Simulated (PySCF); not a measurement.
Telling isomers of C₅H₁₁FSi apart by NMR

PySCF calculation with GIAO PBE0/pcSseg-1 shieldings and coordinates at the GFN2-xTB level; non-relativistic, gas phase, equivalent nuclei averaged, one conformer.

Shifts are taken against calculated references (same method and geometry level): 1H (31.72 ppm), 13C (186.93 ppm) against TMS. Splittings of carbon signals by F and P are missing where no couplings were computed. Where no couplings were computed, multiplicities follow the n + 1 count of equivalent neighbours, and m marks all less simple cases (inequivalent or close neighbours, rings, F or P nearby). Shifts are as computed. Against solution values, carbons near 30 ppm lie about +3 ppm off and those near 130 ppm about +5 ppm. Of 1309 compounds with measured shifts, 239 miss one by over three times the rms of a fit or turn the order of signals round; such compounds aren't used in these exercises.

(1) Tabulate the signals of `C/C=C(/F)[SiH2]CC`, `C/C=C(\F)[SiH2]CC`, `CC(C)[SiH2]/C=C\F`, `CC(C)[SiH2]/C=C/F`, `CC/C(=C/[SiH3])CF`, `CC(C)[C@@H]1[SiH2][C@H]1F` and their relative energies.

(2) What is the quickest way to tell CC(C)[SiH2]/C=C/F from CC/C(=C/[SiH3])CF?

(3) What is the quickest way to tell C/C=C(/F)[SiH2]CC from CC(C)[SiH2]/C=C/F?

(4) What is the quickest way to tell C/C=C(\F)[SiH2]CC from CC(C)[SiH2]/C=C\F?

Answers

(1) 
```json
{"SMILES": "C/C=C(/F)[SiH2]CC", "carbon types": "1×C 1×CH 1×CH2 2×CH3", "δC": "171.9, 127.7, 15.5, 11.2, 8.0", "δH": "6.24 (m, 1H), 4.38 (m, 2H), 1.78 (d, 3H), 1.15 (m, 3H), 1.01 (m, 2H)", "E rel. (kcal/mol)": "3.6"}
{"SMILES": "C/C=C(\\F)[SiH2]CC", "carbon types": "1×C 1×CH 1×CH2 2×CH3", "δC": "171.6, 130.0, 12.5, 11.3, 5.6", "δH": "5.47 (m, 1H), 4.33 (m, 2H), 1.92 (d, 3H), 1.16 (t, 3H), 0.89 (m, 2H)", "E rel. (kcal/mol)": "0.0"}
{"SMILES": "CC(C)[SiH2]/C=C\\F", "carbon types": "3×CH 2×CH3", "δC": "170.2, 105.7, 21.2, 16.8", "δH": "7.33 (m, 1H), 5.09 (m, 1H), 4.21 (m, 2H), 1.50 (m, 1H), 1.15 (d, 6H)", "E rel. (kcal/mol)": "2.2"}
{"SMILES": "CC(C)[SiH2]/C=C/F", "carbon types": "3×CH 2×CH3", "δC": "168.8, 101.1, 20.3, 16.6", "δH": "6.75 (m, 1H), 5.42 (m, 1H), 4.31 (m, 2H), 1.10 (m, 6H), 1.01 (m, 1H)", "E rel. (kcal/mol)": "2.3"}
{"SMILES": "CC/C(=C/[SiH3])CF", "carbon types": "1×C 1×CH 2×CH2 1×CH3", "δC": "166.3, 119.3, 90.9, 36.9, 17.8", "δH": "5.90 (m, 1H), 5.48 (m, 2H), 4.18 (d, 3H), 2.18 (q, 2H), 1.05 (t, 3H)", "E rel. (kcal/mol)": "9.3"}
{"SMILES": "CC(C)[C@@H]1[SiH2][C@H]1F", "carbon types": "3×CH 2×CH3", "δC": "83.9, 33.5, 32.1, 26.4, 25.1", "δH": "5.03 (m, 1H), 3.04 (m, 1H), 2.49 (m, 1H), 1.32 (d, 3H), 1.13 (m, 1H), 1.11 (d, 3H), 0.69 (m, 1H)", "E rel. (kcal/mol)": "21.6"}
```

Energies are electronic energies at PBE0/pcSseg-1 on these geometries, without zero-point or thermal terms, each for the one conformer computed, which needn't be the lowest.

(2) Count the carbon signals: 4 against 5. The first has an sp3 CH bonded to Si at 16.6 ppm, the second a fully substituted alkene carbon (C) at 166.3 ppm. Their most deshielded carbons lie at 168.8 and 166.3 ppm. In the proton spectra the most deshielded non-exchanging signals are 6.75 (m, 1H) and 5.90 (m, 1H).

(3) Count the carbon signals: 5 against 4. The first has a fully substituted alkene carbon (C) at 171.9 ppm, the second an sp3 CH bonded to Si at 16.6 ppm. Their most deshielded carbons lie at 171.9 and 168.8 ppm. In the proton spectra the most deshielded non-exchanging signals are 6.24 (m, 1H) and 6.75 (m, 1H).

(4) Count the carbon signals: 5 against 4. The first has a fully substituted alkene carbon (C) at 171.6 ppm, the second an sp3 CH bonded to Si at 16.8 ppm. Their most deshielded carbons lie at 171.6 and 170.2 ppm. In the proton spectra the most deshielded non-exchanging signals are 5.47 (m, 1H) and 7.33 (m, 1H).
